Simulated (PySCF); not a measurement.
CH6O3Sn, SMILES [OH][Sn]([OH])([CH3])[OH] (connectivity only; charge and spin as stated), charge +1, multiplicity 2.

Geometry: B3LYP-D3(BJ)/def2-SVP. The def2 effective core potentials stand for the cores of Sn; spin–orbit coupling is left out. One conformer was computed; it need not be the lowest.

Computed with PBE/def2-TZVP run with PySCF.

The molecule is in vacuum.

```
Property                                                           Result
------------------------------------------------  -----------------------
total energy                                           -481.22606 hartree
point group                                                            C3
α spin, highest occupied and lowest empty level       -12.51 and -8.32 eV
β spin, highest occupied and lowest empty level      -12.71 and -11.52 eV
dipole moment about the centre of nuclear charge                   2.29 D
mean static polarisability                          71.6 bohr³ (10.61 Å³)
polarisability, principal values                   70.3, 70.3, 74.2 bohr³
⟨S²⟩                                              0.755 (pure state 0.75)
```
